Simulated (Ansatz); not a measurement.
Complex (SMILES): C#N (CH-N) with [H][H] (H2), atoms 1 to 3 the first; geometry from B3LYP-D3(BJ)/def2-TZVP, monomers rigid:
```xyz
5

C      0.0824     0.0127    -0.2975
N     -0.1799    -0.1015     0.8121
H      0.3266     0.1188    -1.3306
H     -0.9999    -0.4792     4.2527
H     -0.8279    -0.3991     3.5322
```

Basis-set convergence of the counterpoise-corrected interaction energy at MP2 with Ansatz (a program for electronic structure). All functions are spherical. Cores are frozen. No added dispersion term, no relativity. Functions are those of the species that has most. Reference: Hartree-Fock in aug-cc-pVQZ plus the correlation part extrapolated as X^-3 from aug-cc-pVTZ and aug-cc-pVQZ, -0.56 kcal/mol. Deviations are taken from unrounded values.

```json
[
 {"basis": "STO-3G", "functions": "13", "counterpoise-corrected interaction energy (kcal/mol)": "-0.14", "minus reference (kcal/mol)": "0.43"},
 {"basis": "3-21G", "functions": "24", "counterpoise-corrected interaction energy (kcal/mol)": "-0.29", "minus reference (kcal/mol)": "0.28"},
 {"basis": "def2-SV(P)", "functions": "34", "counterpoise-corrected interaction energy (kcal/mol)": "-0.18", "minus reference (kcal/mol)": "0.38"},
 {"basis": "pcseg-1", "functions": "43", "counterpoise-corrected interaction energy (kcal/mol)": "-0.35", "minus reference (kcal/mol)": "0.21"},
 {"basis": "6-311G**", "functions": "54", "counterpoise-corrected interaction energy (kcal/mol)": "-0.38", "minus reference (kcal/mol)": "0.18"},
 {"basis": "def2-SVPD", "functions": "64", "counterpoise-corrected interaction energy (kcal/mol)": "-0.46", "minus reference (kcal/mol)": "0.11"},
 {"basis": "def2-TZVPP", "functions": "104", "counterpoise-corrected interaction energy (kcal/mol)": "-0.46", "minus reference (kcal/mol)": "0.11"},
 {"basis": "jun-cc-pV(T+d)Z", "functions": "120", "counterpoise-corrected interaction energy (kcal/mol)": "-0.49", "minus reference (kcal/mol)": "0.07"},
 {"basis": "6-311++G(3df,3pd)", "functions": "132", "counterpoise-corrected interaction energy (kcal/mol)": "-0.51", "minus reference (kcal/mol)": "0.06"},
 {"basis": "aug-cc-pVTZ", "functions": "161", "counterpoise-corrected interaction energy (kcal/mol)": "-0.53", "minus reference (kcal/mol)": "0.03"},
 {"basis": "aug-pcseg-2", "functions": "161", "counterpoise-corrected interaction energy (kcal/mol)": "-0.50", "minus reference (kcal/mol)": "0.06"},
 {"basis": "cc-pVQZ", "functions": "200", "counterpoise-corrected interaction energy (kcal/mol)": "-0.50", "minus reference (kcal/mol)": "0.06"},
 {"basis": "cc-pV5Z", "functions": "347", "counterpoise-corrected interaction energy (kcal/mol)": "-0.53", "minus reference (kcal/mol)": "0.03"}
]
```
